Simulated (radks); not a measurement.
Q: All-electron atom: Gd3+ in [Xe] 4f7. All-electron calculation, scalar-relativistic Kohn-Sham, SCAN, spin-unpolarised, spherical densities, finite nucleus; meta-GGA in the generalised Kohn-Sham scheme; Fermi nuclear charge, rms radius 5.1569 fm. Program: a radial shooting solver on a logarithmic mesh with Libxc functionals. Some entries of the table are withheld. Estimate them.

orbital,occ.,eigenvalue (hartree),<1/r> (bohr^-1),<r^2> (bohr^2)
1s,2,-1844.631,71.64,0.0006550
2s,2,-306.1658,16.64,0.01027
2p,6,-272.4086,15.52,0.008283
3s,2,-68.94069,6.115,0.06802
3p,6,-58.40577,5.741,0.06830
3d,10,-44.51200,5.438,(1)
4s,2,-14.76510,(2),0.3447
4p,6,-11.27478,2.360,0.3892
4d,10,-6.43722,2.080,0.4699
5s,2,-2.79148,0.9972,1.972
5p,6,-1.93109,(3),2.620
4f,7,-1.22601,1.532,0.9334

A: 
(1) 3d <r^2> (bohr^2): 0.05752
(2) 4s <1/r> (bohr^-1): 2.566
(3) 5p <1/r> (bohr^-1): 0.8543
